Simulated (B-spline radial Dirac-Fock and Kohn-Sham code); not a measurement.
# Relativistic shifts of the levels of P¹⁰⁺

System: phosphorus as P¹⁰⁺, [He] 2s2 2p1.

Both columns are ΔSCF binding energies of the configuration average from a B-spline atomic structure program: non-relativistic Hartree-Fock with a point nucleus, and Dirac-Fock with a finite nucleus and the Coulomb interaction alone, averaged over the two j levels with weights 2j+1.

| shell | Hartree-Fock (eV) | Dirac-Fock (eV) | shift (eV) | shift (%) |
| --- | --- | --- | --- | --- |
| 1s | 2578.1 | 2585.3 | +7.19 | +0.28 |
| 2s | 502.3 | 504.0 | +1.72 | +0.34 |
| 2p | 478.8 | 479.3 | +0.46 | +0.10 |

Relativity binds 1s, 2s, 2p more strongly, among those listed most of all 2s in relative terms.

Values without a named source are computed, but for edge energies of neutral atoms, which are taken from tables.
